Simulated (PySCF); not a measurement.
## Two-component Hartree-Fock for Cd(21+) (cadmium, charge +21)

Start: [Ar] 3d9; 3d3/2 filled at m_j = -3/2, -1/2, +1/2, +3/2; 3d5/2 filled at m_j = -3/2, -1/2, +1/2, +3/2, +5/2. Calculated with PySCF 2.14 in an uncontracted even-tempered set (17 s from 2.5 bohr⁻², ratio 2.8; 12 p from 3.2 bohr⁻², ratio 2.8; 8 d from 3.2 bohr⁻², ratio 2.8; 4 f from 15 bohr⁻², ratio 3): generalised Hartree-Fock with the X2C-1e Hamiltonian and a Gaussian nucleus; one run each with spin-orbit coupling (SO) switched off, then screened by Boettger's factors.

```
spinor shell  electrons  ε, spin-free (eV)  ε, screened SO (eV)  weight of nominal j (screened SO)  rms radius, screened SO (bohr)
       1s1/2          2           -27508.7             -27506.6                              1.000                          0.0348
       2s1/2          2            -4719.6              -4718.8                              1.000                           0.142
       2p1/2          2            -4296.6              -4431.6                              1.000                           0.123
       2p3/2          4            -4296.6              -4234.4                              1.000                           0.128
       3s1/2          2            -1394.1              -1393.9                              1.000                           0.374
       3p1/2          2            -1251.5              -1279.6                              0.996                           0.366
       3d3/2          4            -1037.6              -1042.8                              0.965                           0.345
       3d5/2          5            -1037.6              -1033.8                              0.972                           0.348
```

(1) Where does 3p3/2 lie, and what is the 3p spin-orbit splitting (screened SO)?

| quantity | spin-free | screened SO |
| --- | --- | --- |
| E (hartree) | -5387.98321 | -5389.20120 |
| M_J | 5/2 | 5/2 |
| ⟨J²⟩ | 8.750 | 8.750 |
| ⟨L²⟩ | 6.000 | 6.010 |
| ⟨S²⟩ | 0.750 | 0.760 |

Each row is a mean over spinors that exchange with the open shell spreads, by up to 16.252 eV (3p3/2).

Breit and QED terms are absent; they matter most for the inner s and p1/2 levels.

Densities and radii are taken from the X2C orbitals without a picture-change correction, which distorts them close to the nucleus.

Without spin-orbit coupling the j labels of p, d and f shells carry no meaning; the spin-free column gives the mean over the occupied spinors of each nl shell.

Answers

(1) At -1238.4 eV, 41.111 eV above 3p1/2.
